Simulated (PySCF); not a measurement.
BClH5NO2Si. Atoms are numbered in the order given.

```xyz
11

Si    -0.6572     0.8326     0.0000
Cl     0.4122     2.6107     0.0000
N      0.5297    -0.4314     0.0000
B      0.1715    -1.8127     0.0000
O      1.1536    -2.7729     0.0000
O     -1.1859    -2.0705     0.0000
H     -1.5084     0.8270     1.2158
H     -1.5084     0.8270    -1.2158
H      1.5137    -0.1869     0.0000
H      0.8390    -3.6809     0.0000
H     -1.4483    -2.9942     0.0000
```
Charge 0, spin multiplicity 1.

Geometry optimised at ωB97X-D3(BJ)/def2-SVP. The structure was generated by enumeration, and PubChem lists no compound with its InChIKey, so it may never have been made. One conformer was computed; it need not be the lowest.

Calculation: PBE/def2-TZVP (PySCF).

Symmetry labels are those of the subgroup Cs that the program uses (full group Cs).

Computed valence orbital energies around the gap with their symmetry:
```
orbital  symmetry  energy (eV)
-------  --------  -----------
HOMO−7         A'        -9.76
HOMO−6         A'        -9.13
HOMO−5         A"        -8.99
HOMO−4         A'        -8.32
HOMO−3         A"        -7.85
HOMO−2         A'        -7.62
HOMO−1         A"        -7.35
HOMO           A"        -6.43
LUMO           A'        -0.87
LUMO+1         A'        -0.11
LUMO+2         A'         0.34
LUMO+3         A'         0.82
```
